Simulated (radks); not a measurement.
Problem. All-electron calculation, scalar-relativistic Kohn-Sham, LDA (Slater exchange, Perdew-Wang correlation), spin-polarised, spherical densities, finite nucleus; open shells are filled with parallel spins first; Fermi nuclear charge, rms radius of each element as measured or else 0.836 A^(1/3) + 0.57 fm. Program: a radial shooting solver on a logarithmic mesh with Libxc functionals. Response by self-consistent Sternheimer equations with the Hartree and adiabatic LDA kernel, the relativistic mass of each level held fixed and spin-orbit coupling left out. For heavy and open-shell atoms this level of theory can miss by tens of per cent. Rank Mn6+, Co8+, V4+, Fe7+, Ti3+, K, Cr5+, Sc2+, Ca+ (NIST ground configurations) by static dipole polarisability, largest first.

Solution. K 255.3, Ca+ 67.69, Sc2+ 5.035, Ti3+ 2.318, V4+ 1.444, Cr5+ 1.003, Mn6+ 0.7377, Fe7+ 0.5631, Co8+ 0.4415 bohr^3.
